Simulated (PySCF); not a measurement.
**Ne²⁺ (neon, charge +2) across methods**

[He] 2s2 2p3 3d1, high-spin 5D determinant (an excited configuration). Computed with PySCF 2.14 in aug-cc-pwCVQZ, with no relativity, point nucleus.

```tsv
method	E (hartree)	mean ε 2s β (eV)	mean ε 2p α (eV)	mean ε 3d α (eV)	Σ⟨r²⟩ (bohr²)	⟨S²⟩
r2SCAN	-124.7681	-85.449	-72.780	-9.419	9.546	6.002
PBE0	-124.7166	-87.816	-75.058	-10.225	9.534	6.001
PBE	-124.7052	-85.071	-71.175	-9.514	9.550	6.001
CAM-B3LYP	-124.7726	-89.687	-76.290	-11.356	9.512	6.001
TPSSh	-124.8147	-86.509	-73.115	-9.756	9.543	6.001
UHF	-124.54456	-94.050	-85.948	-11.976	9.523	6.003
r2SCAN0	-124.7658	-88.000	-76.218	-10.122	9.525	6.002
LDA	-124.0416	-84.846	-71.204	-9.183	9.520	6.001
```

The outer electron is Rydberg-like, and this basis confines it to a smaller radius and binds it less than a complete one would.
